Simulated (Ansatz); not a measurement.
Species: GeH₃F, charge 0, singlet. GeH3F (fluorogermane, SMILES [F][GeH3]).
B3LYP-D3(BJ)/def2-TZVP minimum from Ansatz (a quantum-chemistry and plane-wave program):
```
Ge
F 1 1.7538
H 1 1.5344 2 106.12
H 1 1.5344 3 112.60 2 115.69
H 1 1.5344 3 112.60 4 128.63
```
Charge 0, spin multiplicity 1.

Total energies in hartree (Ansatz). UHF or UKS for unpaired electrons; spin-orbit terms are left out. Correlated methods leave the cores frozen (noble-gas shells, and filled d and f shells in the p block). No relativity. For partners of very few electrons the exact lower level stands in for a higher one.

```tsv
species	HF/cc-pVTZ	CCSD(T)/cc-pVTZ	HF/cc-pVQZ	CCSD(T)/cc-pVQZ	CCSDT(Q)/cc-pVTZ
1: GeH3F (SMILES [F][GeH3])	-2176.65657	-2177.07014	-2176.67077	-2177.11624	-2177.07103
2: Ge (triplet)	-2075.36107	-2075.42794	-2075.36359	-2075.43284	-2075.42848
3: F (doublet)	-99.40552	-99.62036	-99.41377	-99.65026	-99.62061
4: H (doublet)	-0.49981	-0.49981	-0.49995	-0.49995	-0.49981
```

Task: Work out the atomisation energy (electronic, to ground-state atoms) in kcal/mol: take Hartree-Fock from cc-pVQZ, extrapolate the CCSD(T) correlation energy as X^-3 (X = 3, 4), and add CCSDT(Q) - CCSD(T) in cc-pVTZ. 1 hartree = 627.51 kcal/mol.

Result: 
Species 1: correlation (64·(-0.44547) - 27·(-0.41357))/37 = -0.46875; step -0.00089; E1 = -2176.67077 + (-0.46875) + (-0.00089) = -2177.14041
Species 2: correlation (64·(-0.06925) - 27·(-0.06687))/37 = -0.07099; step -0.00054; E2 = -2075.36359 + (-0.07099) + (-0.00054) = -2075.43512
Species 3: correlation (64·(-0.23649) - 27·(-0.21484))/37 = -0.25229; step -0.00025; E3 = -99.41377 + (-0.25229) + (-0.00025) = -99.66631
Species 4: correlation (64·(0.00000) - 27·(0.00000))/37 = 0.00000; step +0.00000; E4 = -0.49995 + (0.00000) + (+0.00000) = -0.49995
-1·E1 +1·E2 +1·E3 +3·E4 = 0.53913 hartree = 338.3 kcal/mol.
